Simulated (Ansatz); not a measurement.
Reaction (ligand exchange at the Si–Se bond): `[AlH2][Se][SiH3]` + `[OH][In]([F])[F]` → `[F][In]([F])[O][SiH3]` + `[AlH2][SeH]`

Calculated with Ansatz (gas phase, PBE0-D4/def2-TZVP geometries, no zero-point term in ΔE). CCSD(T)/CBS adds triple-zeta CCSD(T) − MP2 to the extrapolated MP2 energy (def2 sets, frozen cores). Functionals use def2-TZVPP. B3LYP here is the variant with VWN-RPA as its local correlation; programs differ in this. Elements past krypton have def2 core potentials. For In, Se outer-core shells are correlated without core-valence functions, which leaves a few kJ/mol of doubt a bond. Scalar relativity is left out up to krypton. Each species was taken in one conformer, which may not be the lowest.

(1) Is it downhill or uphill in electronic energy at CCSD(T)/CBS, and by how much? (An estimate is asked.)

(2) What do these levels give: B3LYP-D4, r2SCANh-D4, PBE0, MP2/def2-TZVPP, CCSD/def2-TZVPP, HF/def2-QZVPP? (Best estimate.)

Largest T1 diagnostic among the species: 0.018.

Results:

(1) Ansatz gave: Downhill: ΔE = -0.33 eV.

(2) Ansatz gave: B3LYP-D4 -0.33, r2SCANh-D4 -0.29, PBE0 -0.22, MP2/def2-TZVPP -0.33, CCSD/def2-TZVPP -0.41, HF/def2-QZVPP -0.61 eV.

From BLYP to BHLYP (50 % exact exchange), in def2-TZVPP and without D4, ΔE moves by −0.11 eV. At CCSD(T), def2-SVP lies −0.12 eV from the extrapolated value and def2-TZVPP −0.04 eV.
